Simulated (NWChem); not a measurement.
# CH6BNO; SMILES OB(N)C

```xyz
10

B     -0.0146     0.0735     0.0044
C      0.1278    -1.5060     0.0006
H      1.1713    -1.8542    -0.0189
H     -0.3823    -1.9439    -0.8745
H     -0.3497    -1.9451     0.8933
O     -1.2477     0.6861     0.0247
H     -1.9686     0.0530     0.0366
N      1.1088     0.9196    -0.0123
H      1.0201     1.9269    -0.0124
H      2.0586     0.5816    -0.0312
```
Atoms are numbered in this order, from 1.

Computed with NWChem. Structure relaxed at the PBE0/def2-SVP level. B3LYP is NWChem's, with the RPA form of VWN correlation. Atomic charges in e: unrestrained fits to the electrostatic potential beside Mulliken populations; buried atoms are poorly determined by the fit.

Predict the results for B3LYP/def2-SVP. Quantities: ESP B1; Mulliken B1; ESP C2; Mulliken C2; ESP O6; Mulliken O6; ESP N8; Mulliken N8; relative RMS misfit of the potential (%).


```
Property                                  Value
----------------------------------------  -----
ESP B1                                     0.60
Mulliken B1                               -0.15
ESP C2                                    -0.28
Mulliken C2                               -0.08
ESP O6                                    -0.64
Mulliken O6                               -0.15
ESP N8                                    -0.86
Mulliken N8                               -0.08
relative RMS misfit of the potential (%)     29
```
